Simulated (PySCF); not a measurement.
A geometry optimisation, step by step.

Compound: C₆H₁₃As.
Atom-mapped SMILES: `[CH3:1]/[CH:2]=[CH:3]\[CH2:4][As:5]([CH3:6])[CH3:7]` (hydrogens: H8, H9, H10 on C1; H11 on C2; H12 on C3; H13, H14 on C4; H15, H16, H17 on C6; H18, H19, H20 on C7)

Computed by this run: PBE0-D3(BJ)/def2-SVP geometry optimisation, gas phase (PySCF); density fitting, grid level 1; the optimiser is geomeTRIC in internal coordinates, started from a GFN2-xTB structure with every atom displaced at random (about 0.01 Å). The frame can shift and turn from step to step; on so coarse a grid that alone can change the energy by a few meV, and forces under 0.02 eV/Å are noise.

Step 0: E = -67248.0651 eV, largest atomic force 2.647 eV/Å
```
atom  x, y, z in Å  |  force x, y, z in eV/Å
C1     -2.654   -0.362    0.955   -1.092   1.621  -0.427
C2     -2.399    0.041   -0.468   -0.712  -0.184   1.117
C3     -1.271   -0.153   -1.119    2.041  -0.553   0.360
C4      0.000   -0.793   -0.546   -2.464   0.375   0.891
As5     0.881    0.378    0.777    0.376  -0.006  -0.090
C6      1.558    1.703   -0.519   -0.393  -0.323   0.389
C7      2.545   -0.696    0.910   -0.797   0.245   0.046
H8     -1.814   -0.848    1.398    0.771  -0.600   0.561
H9     -2.885    0.564    1.557    0.222  -0.680  -0.301
H10    -3.556   -0.981    1.013   -0.076  -0.268   0.114
H11    -3.222    0.528   -0.971   -0.386   0.239  -0.325
H12    -1.162    0.195   -2.128   -0.111   0.334  -0.829
H13     0.647   -1.021   -1.349    1.190  -0.477  -1.068
H14    -0.306   -1.725   -0.025    0.408   0.159  -0.102
H15     2.268    2.363   -0.040    0.399   0.416   0.391
H16     2.056    1.213   -1.341    0.325  -0.381  -0.612
H17     0.739    2.305   -0.907   -0.354   0.180  -0.088
H18     3.290   -0.142    1.468    0.426   0.270   0.290
H19     2.920   -0.937   -0.079    0.247  -0.115  -0.479
H20     2.315   -1.619    1.444   -0.018  -0.252   0.163
```

Step 1: E = -67248.2580 eV, largest atomic force 0.517 eV/Å
```
atom  x, y, z in Å  |  force x, y, z in eV/Å
C1     -2.752   -0.399    0.984    0.235  -0.110   0.205
C2     -2.428    0.089   -0.386   -0.011   0.017  -0.126
C3     -1.269   -0.082   -1.041   -0.028   0.020  -0.088
C4     -0.048   -0.771   -0.523    0.313   0.059  -0.407
As5     0.957    0.388    0.749   -0.068   0.010   0.027
C6      1.604    1.686   -0.572    0.121   0.050  -0.066
C7      2.594   -0.694    0.853    0.058  -0.010  -0.045
H8     -1.889   -0.893    1.469   -0.217   0.093  -0.089
H9     -3.069    0.425    1.645    0.031   0.043  -0.036
H10    -3.593   -1.110    0.963   -0.038  -0.076  -0.017
H11    -3.234    0.621   -0.909    0.055   0.002   0.014
H12    -1.189    0.338   -2.053   -0.024   0.001   0.132
H13     0.634   -1.035   -1.364   -0.240   0.053   0.352
H14    -0.286   -1.696    0.017   -0.034  -0.093   0.080
H15     2.330    2.361   -0.090   -0.062  -0.032  -0.025
H16     2.097    1.188   -1.424   -0.046   0.019   0.047
H17     0.763    2.290   -0.942   -0.004  -0.019   0.025
H18     3.366   -0.132    1.404   -0.045  -0.040  -0.041
H19     2.978   -0.951   -0.147   -0.008   0.012   0.052
H20     2.383   -1.620    1.407    0.012   0.002   0.005
```

Step 2: E = -67248.2663 eV, largest atomic force 0.095 eV/Å
```
atom  x, y, z in Å  |  force x, y, z in eV/Å
C1     -2.769   -0.403    0.977    0.032  -0.016   0.038
C2     -2.420    0.089   -0.388   -0.035  -0.017  -0.027
C3     -1.257   -0.084   -1.032    0.027  -0.018  -0.003
C4     -0.039   -0.773   -0.507    0.028  -0.015  -0.089
As5     0.966    0.390    0.757   -0.004  -0.006   0.019
C6      1.598    1.688   -0.572    0.033   0.016  -0.015
C7      2.604   -0.695    0.842    0.003   0.001  -0.012
H8     -1.928   -0.909    1.474   -0.016   0.003  -0.017
H9     -3.081    0.429    1.630    0.004   0.009  -0.013
H10    -3.620   -1.105    0.941    0.007   0.002  -0.007
H11    -3.210    0.636   -0.916   -0.002  -0.001   0.003
H12    -1.169    0.346   -2.036    0.009   0.035   0.017
H13     0.641   -1.046   -1.332   -0.038  -0.013   0.067
H14    -0.282   -1.697    0.042   -0.016   0.023   0.023
H15     2.324    2.368   -0.100   -0.011   0.001  -0.001
H16     2.079    1.192   -1.429   -0.013  -0.002   0.005
H17     0.748    2.287   -0.930   -0.010  -0.005   0.009
H18     3.382   -0.135    1.382    0.005  -0.003  -0.001
H19     2.977   -0.953   -0.161   -0.003   0.003   0.001
H20     2.402   -1.622    1.399    0.000   0.002   0.004
```

Step 3: E = -67248.2668 eV, largest atomic force 0.141 eV/Å
```
atom  x, y, z in Å  |  force x, y, z in eV/Å
C1     -2.744   -0.411    0.965   -0.131   0.046  -0.025
C2     -2.417    0.095   -0.401    0.032  -0.053   0.024
C3     -1.252   -0.075   -1.041    0.009  -0.002   0.030
C4     -0.047   -0.771   -0.497   -0.041  -0.009   0.015
As5     0.957    0.396    0.764    0.031  -0.011  -0.001
C6      1.590    1.688   -0.573   -0.021   0.001   0.013
C7      2.593   -0.695    0.847   -0.008   0.009   0.006
H8     -1.898   -0.920    1.444    0.034  -0.016   0.013
H9     -3.047    0.418    1.626   -0.008  -0.011   0.011
H10    -3.594   -1.114    0.933    0.003   0.019   0.012
H11    -3.209    0.648   -0.919   -0.007  -0.008   0.007
H12    -1.151    0.364   -2.038    0.023   0.022  -0.018
H13     0.636   -1.063   -1.304    0.066  -0.045  -0.070
H14    -0.308   -1.684    0.065   -0.004   0.047  -0.008
H15     2.316    2.370   -0.107    0.011   0.009   0.006
H16     2.063    1.187   -1.430    0.005  -0.006  -0.011
H17     0.736    2.284   -0.927   -0.004   0.002  -0.002
H18     3.376   -0.137    1.380    0.015   0.008   0.009
H19     2.960   -0.958   -0.157   -0.001  -0.002  -0.013
H20     2.389   -1.619    1.409   -0.003   0.001   0.001
```

Step 4: E = -67248.2683 eV, largest atomic force 0.089 eV/Å
```
atom  x, y, z in Å  |  force x, y, z in eV/Å
C1     -2.759   -0.408    0.966   -0.079   0.030  -0.028
C2     -2.417    0.092   -0.398    0.029  -0.044   0.010
C3     -1.249   -0.079   -1.034    0.000   0.004   0.024
C4     -0.042   -0.773   -0.495   -0.046  -0.006   0.020
As5     0.964    0.393    0.765    0.025  -0.011  -0.001
C6      1.590    1.689   -0.571   -0.018   0.002   0.012
C7      2.602   -0.695    0.842   -0.004   0.009   0.005
H8     -1.920   -0.919    1.455    0.033  -0.016   0.011
H9     -3.066    0.424    1.622   -0.006  -0.008   0.007
H10    -3.612   -1.108    0.928    0.002   0.015   0.008
H11    -3.204    0.646   -0.923   -0.008  -0.004   0.001
H12    -1.149    0.361   -2.032    0.017   0.022  -0.012
H13     0.640   -1.064   -1.305    0.047  -0.038  -0.053
H14    -0.300   -1.687    0.066   -0.008   0.036   0.005
H15     2.317    2.371   -0.106    0.008   0.006   0.004
H16     2.063    1.190   -1.431    0.004  -0.004  -0.008
H17     0.735    2.284   -0.922   -0.002   0.002  -0.002
H18     3.386   -0.137    1.373    0.011   0.006   0.006
H19     2.966   -0.956   -0.164   -0.002  -0.002  -0.009
H20     2.401   -1.620    1.403   -0.002   0.001   0.001
```

Step 5: E = -67248.2699 eV, largest atomic force 0.048 eV/Å
```
atom  x, y, z in Å  |  force x, y, z in eV/Å
C1     -2.779   -0.408    0.961   -0.011   0.010  -0.025
C2     -2.414    0.091   -0.398   -0.012  -0.015  -0.009
C3     -1.242   -0.080   -1.026    0.007   0.004   0.020
C4     -0.038   -0.777   -0.485   -0.024  -0.003   0.021
As5     0.975    0.390    0.770    0.014  -0.012  -0.004
C6      1.590    1.689   -0.569   -0.020   0.002   0.011
C7      2.615   -0.695    0.835    0.002   0.009   0.001
H8     -1.949   -0.924    1.460    0.018  -0.011   0.010
H9     -3.089    0.426    1.613   -0.001  -0.004   0.004
H10    -3.636   -1.102    0.912    0.000   0.008   0.002
H11    -3.194    0.649   -0.929   -0.008  -0.002  -0.004
H12    -1.135    0.365   -2.022    0.009   0.017   0.001
H13     0.644   -1.074   -1.295    0.023  -0.029  -0.031
H14    -0.299   -1.686    0.080   -0.009   0.021   0.012
H15     2.318    2.373   -0.108    0.006   0.002   0.002
H16     2.056    1.192   -1.433    0.004  -0.001  -0.005
H17     0.730    2.283   -0.912    0.002   0.002  -0.002
H18     3.403   -0.135    1.361    0.003   0.003   0.002
H19     2.972   -0.954   -0.173   -0.001  -0.002  -0.004
H20     2.420   -1.620    1.397   -0.001   0.000   0.000
```

Step 6: E = -67248.2714 eV, largest atomic force 0.065 eV/Å
```
atom  x, y, z in Å  |  force x, y, z in eV/Å
C1     -2.802   -0.409    0.948   -0.002   0.006  -0.016
C2     -2.414    0.094   -0.403    0.015  -0.036   0.027
C3     -1.232   -0.079   -1.012    0.011   0.035  -0.054
C4     -0.034   -0.782   -0.466   -0.035   0.001   0.044
As5     0.990    0.387    0.780    0.006  -0.008  -0.005
C6      1.586    1.690   -0.565   -0.023  -0.001   0.010
C7      2.634   -0.693    0.826    0.003   0.006  -0.003
H8     -1.982   -0.934    1.456    0.008  -0.005   0.003
H9     -3.115    0.424    1.600    0.000  -0.002   0.007
H10    -3.663   -1.096    0.884   -0.004   0.002   0.003
H11    -3.184    0.657   -0.944    0.004  -0.005  -0.006
H12    -1.110    0.372   -2.003    0.009   0.014  -0.002
H13     0.646   -1.093   -1.274    0.001  -0.018  -0.019
H14    -0.303   -1.683    0.108   -0.007   0.008   0.016
H15     2.317    2.375   -0.112    0.005  -0.002   0.001
H16     2.043    1.194   -1.435    0.005   0.002  -0.003
H17     0.720    2.280   -0.897    0.005   0.003  -0.003
H18     3.426   -0.132    1.343   -0.003   0.003   0.000
H19     2.979   -0.951   -0.186    0.001  -0.002   0.000
H20     2.447   -1.618    1.391    0.000   0.000   0.000
```

Step 7: E = -67248.2735 eV, largest atomic force 0.055 eV/Å
```
atom  x, y, z in Å  |  force x, y, z in eV/Å
C1     -2.827   -0.416    0.929    0.052  -0.013  -0.010
C2     -2.407    0.096   -0.409   -0.043   0.021  -0.025
C3     -1.216   -0.072   -1.002    0.004  -0.002   0.016
C4     -0.033   -0.786   -0.439    0.018   0.006   0.011
As5     1.006    0.387    0.792   -0.001  -0.004  -0.011
C6      1.581    1.690   -0.562   -0.020  -0.002   0.006
C7      2.652   -0.689    0.818    0.006   0.004  -0.006
H8     -2.023   -0.957    1.448   -0.007  -0.001   0.002
H9     -3.143    0.413    1.584    0.006   0.002   0.000
H10    -3.695   -1.092    0.842   -0.003  -0.003  -0.005
H11    -3.164    0.668   -0.958   -0.003   0.000  -0.008
H12    -1.073    0.392   -1.985   -0.003   0.003   0.015
H13     0.645   -1.123   -1.239   -0.013  -0.008   0.006
H14    -0.321   -1.670    0.151   -0.007  -0.003   0.009
H15     2.319    2.376   -0.120    0.004  -0.005  -0.001
H16     2.026    1.195   -1.439    0.004   0.004   0.001
H17     0.710    2.279   -0.881    0.008   0.004  -0.003
H18     3.452   -0.125    1.321   -0.007   0.001  -0.001
H19     2.983   -0.950   -0.199    0.002  -0.002   0.005
H20     2.476   -1.613    1.388    0.002  -0.001   0.000
```

Step 8: E = -67248.2751 eV, largest atomic force 0.024 eV/Å
```
atom  x, y, z in Å  |  force x, y, z in eV/Å
C1     -2.855   -0.427    0.903    0.023  -0.004  -0.004
C2     -2.405    0.101   -0.419   -0.017   0.009  -0.008
C3     -1.200   -0.064   -0.984    0.001   0.002   0.003
C4     -0.034   -0.789   -0.403    0.011   0.007   0.016
As5     1.025    0.389    0.806   -0.002  -0.001  -0.009
C6      1.578    1.690   -0.559   -0.015  -0.005   0.001
C7      2.674   -0.683    0.808    0.001   0.001  -0.004
H8     -2.066   -0.984    1.427   -0.005  -0.001   0.000
H9     -3.173    0.396    1.564    0.004   0.000   0.002
H10    -3.729   -1.091    0.789   -0.002  -0.001  -0.003
H11    -3.146    0.684   -0.977   -0.001  -0.004  -0.006
H12    -1.031    0.412   -1.957   -0.002   0.000   0.006
H13     0.639   -1.158   -1.193   -0.009  -0.002   0.000
H14    -0.342   -1.653    0.205    0.000  -0.006   0.001
H15     2.324    2.374   -0.130    0.004  -0.004   0.001
H16     2.007    1.195   -1.443    0.003   0.003   0.000
H17     0.703    2.281   -0.863    0.007   0.005  -0.002
H18     3.481   -0.115    1.294   -0.005   0.001   0.001
H19     2.987   -0.948   -0.214    0.003   0.000   0.003
H20     2.510   -1.606    1.385    0.002   0.000   0.000
```

Step 9: E = -67248.2754 eV, largest atomic force under 0.02 eV/Å
```
atom  x, y, z in Å  |  force x, y, z in eV/Å
C1     -2.866   -0.434    0.892    0.004  -0.001   0.005
C2     -2.406    0.102   -0.423   -0.001  -0.002  -0.002
C3     -1.196   -0.059   -0.977    0.000   0.001  -0.001
C4     -0.035   -0.788   -0.389    0.011   0.003  -0.002
As5     1.032    0.393    0.810   -0.004   0.003  -0.004
C6      1.582    1.690   -0.559   -0.003  -0.003  -0.004
C7      2.681   -0.680    0.807   -0.001  -0.002  -0.001
H8     -2.083   -0.999    1.417   -0.006   0.001  -0.004
H9     -3.186    0.384    1.558    0.002   0.001   0.000
H10    -3.741   -1.095    0.767   -0.001   0.000  -0.001
H11    -3.143    0.688   -0.985    0.000  -0.004  -0.002
H12    -1.018    0.422   -1.946    0.001   0.002   0.003
H13     0.634   -1.169   -1.176   -0.009   0.003   0.006
H14    -0.351   -1.644    0.227    0.003  -0.003   0.000
H15     2.334    2.370   -0.135    0.002  -0.003   0.001
H16     2.005    1.193   -1.446   -0.001   0.001   0.001
H17     0.709    2.287   -0.860    0.003   0.003   0.001
H18     3.489   -0.110    1.287   -0.002   0.000   0.001
H19     2.989   -0.948   -0.216    0.001   0.001   0.002
H20     2.520   -1.601    1.387    0.001   0.000   0.000
```

**Question.** Summarise the path.

**Answer.** The energy falls by 4.85 kcal/mol from step 0 to step 9; nine tenths of that is first reached at step 1. It falls at every step. The largest force goes from 2.647 to under 0.02 eV/Å. Among the bonds C4–H13 changes most, from 1.056 to 1.101 Å; the atoms move by 0.215 Å rms after alignment.

The cost below is that of the whole optimisation. Hardware: an Arm Neoverse N1 with one thread, no GPU, shared host. Cost: 5.0 min of wall time, 0.87 GiB resident at most.
